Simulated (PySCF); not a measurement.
Shifts of the heteroatoms

Numbering as in the mapped SMILES `[CH2:1]=[C:2]1[CH:3]=[C:4]1[O:5][CH2:6][C:7]([F:8])([F:9])[F:10]`; H(Xn) means a hydrogen on atom n. Ha(C1) is cis to C3; Hb(C1) is trans to C3.

- σ from GIAO-PBE0/pcSseg-1
- coordinates at the GFN2-xTB level
- run in PySCF
- one conformer, no relativistic terms, no solvent, averaged over atoms made equivalent by symmetry, fast rotation or ring inversion

Problem. Where does $^{19}$F resonate?

Solution. 
| atoms | environment | σ (ppm) | δ (ppm) |
| --- | --- | --- | --- |
| F8/F9/F10 | fluorine of a CF3 group | 258.3 | -72.5 |

Shieldings were converted by a linear fit to measured shifts: $^{19}$F: δ = 146.13 − 0.903σ +14.6 on sp3 carbon (rms 6.0 ppm, 223 shifts, 7.0 ppm with the 5 outliers that the fit left out vs CFCl3, solution or neat liquid). A few per cent of atoms miss by over 2 rms, more outside the fitted compound classes.

On a 500 MHz spectrometer $^{19}$F resonates near 470.5 MHz, so 1 ppm is 470.5 Hz.

Problem. What are the $^{17}$O shifts?

Solution. 
| atoms | environment | σ (ppm) | δ (ppm) |
| --- | --- | --- | --- |
| O5 | ether oxygen | 219.9 | 66.4 |

Shieldings were converted by a linear fit to measured shifts: $^{17}$O (scatter 10.7 ppm rms, 12.2 ppm with the 3 outliers that the fit left out vs liquid water, solution or neat liquid). A few per cent of atoms miss by over 2 rms, more outside the fitted compound classes.

On a 300 MHz spectrometer $^{17}$O resonates near 40.7 MHz, so 1 ppm is 40.7 Hz.
